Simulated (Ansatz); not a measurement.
Geometry optimisation, RKS B3LYP/def2-TZVP in Ansatz 0.2.0.

input.yaml

```yaml
crystal:
  periodic: [false, false, false]
  atoms:
    - { symbol: Si, position_ang: [0.224019, 0.0, -0.058829] }
    - { symbol: H, position_ang: [0.197387, 0.0, 1.412365] }
    - { symbol: H, position_ang: [1.639601, 0.0, -0.512014] }
    - { symbol: H, position_ang: [-0.454542, 1.219482, -0.549464] }
    - { symbol: H, position_ang: [-0.454542, -1.219482, -0.549464] }
    - { symbol: Br, position_ang: [-2.979327, 0.0, 1.401099] }
    - { symbol: H, position_ang: [-1.585096, 0.0, 1.950308] }
basis:
  gaussian: { orbitals: def2-TZVP }
hamiltonian:
  xc: b3lyp
relax:
  f_tol: 0.03
  max_steps: 50
```

Launched with:

```bash
$ ansatz run input.yaml --threads 4 --pin off --max-ram 5120MiB --backend cpu --events-out ev --progress --plain --runs-dir out
```

Where does it end, and by what steps?

The forces met the threshold. The force dipped under the threshold on the way, but the program's further checks kept it going. After 19 steps the energy has fallen by 0.172 eV; Br6 moved furthest, 1.11 Å.

```
step  energy less start (eV)  largest force component (eV/Å)  accepted
   0                  0.0000                           1.397       yes
   1                 -0.1221                           0.382       yes
   2                 -0.1453                           0.101       yes
   3                 -0.1575                           0.173       yes
   4                 -0.1607                           0.105       yes
   5                 -0.1638                           0.028       yes
   6                 -0.1648                           0.032       yes
   7                 -0.1656                           0.031       yes
   8                 -0.1663                           0.029       yes
   9                 -0.1667                           0.043       yes
  10                 -0.1670                           0.058       yes
  11                 -0.1674                           0.051       yes
  12                 -0.1676                           0.067       yes
  13                 -0.1679                           0.046       yes
  14                 -0.1684                           0.028       yes
  15                 -0.1644                           0.513        no
  16                 -0.1691                           0.098       yes
  17                 -0.1693                           0.213       yes
  18                 -0.1704                           0.105       yes
  19                 -0.1719                           0.009       yes
```

```xyz
7
Properties=species:S:1:pos:R:3
Si 0.486 0.000 -0.303
H 0.028 0.000 1.108
H 1.966 0.000 -0.330
H -0.027 1.211 -0.980
H -0.027 -1.211 -0.980
Br -3.632 0.000 2.302
H -2.206 0.000 2.277
```

Whether the end is a true minimum wasn't checked by a vibrational analysis.

Time of the run: 17 s on 4 threads of Arm Neoverse V2, with other jobs on the host, peak memory 0.21 GiB.
